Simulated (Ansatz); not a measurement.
**Which isomer of CH3Cl2Si+ gives these data?**

These gas-phase data were calculated for one isomer of CH3Cl2Si+ at r2SCAN-D4/def2-SVP (harmonic, unscaled wavenumbers; equilibrium rotational constants with average atomic masses):

| Quantity | Value |
| --- | --- |
| rotational constants | 6.156, 1.886, 1.555 GHz |
| all wavenumbers above 1500 cm⁻¹ | 3124, 2352, 2309 |

Candidates:

(1) `C[Si+](Cl)Cl`, a singlet
(2) `Cl[CH+][SiH2]Cl`, a singlet

Which structure fits?

Candidate (2). The band at 2352 cm⁻¹ lies where the Si–H stretch is expected; (1) has no mode between 2000 and 2380 cm⁻¹.

The same quantities for all candidates:

|  | rotational constants (GHz) | wavenumbers above 1500 cm⁻¹ | E above the lowest, r2SCAN-D4/def2-SVP (kcal/mol) |
| --- | --- | --- | --- |
| (1) | 4.4, 2.475, 1.6 | 3172, 3128, 3020 | 0.0 |
| (2) | 6.156, 1.886, 1.555 | 3124, 2352, 2309 | 74.9 |

Harmonic stretches to hydrogen usually lie a few per cent above observed fundamentals. Each candidate is one conformer. Programs: Ansatz 0.2.0.
